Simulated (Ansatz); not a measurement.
Isolated molecules relaxed with PBE0-D4/def2-TZVP in Ansatz; ΔE leaves out vibrations. CCSD(T)/CBS adds triple-zeta CCSD(T) − MP2 to the extrapolated MP2 energy (def2 sets, frozen cores). This one scheme is used for every species. Functionals use def2-TZVPP. One conformer a species, not always the lowest.

`S[Si]Cl` + CH₃OH → `CO[Si]Cl` + H₂S  (ligand exchange at the Si–S bond)

CCSD(T)/CBS gives -11.3 kcal/mol.

(1) Another level gave -12.4 kcal/mol. Which?
A. RPA@PBE/def2-TZVPP
B. revPBE/def2-TZVPP
C. r2SCAN0-D4/def2-TZVPP
D. PBE-D4/def2-TZVPP

Largest T1 diagnostic among the species: 0.014.

## Answers

(1) A. RPA@PBE/def2-TZVPP -12.4, r2SCAN0-D4 -10.5, revPBE -7.7, PBE-D4 -8.8 kcal/mol.

In def2-TZVPP, CCSD(T) changes the Hartree–Fock value by +1.5 kcal/mol (the triples alone add +0.5 kcal/mol) and MP2 by +1.7 kcal/mol. From BLYP to BHLYP (50 % exact exchange), in def2-TZVPP and without D4, ΔE moves by −1.3 kcal/mol. At CCSD(T), def2-SVP lies −1.1 kcal/mol from the extrapolated value and def2-TZVPP −1.0 kcal/mol.
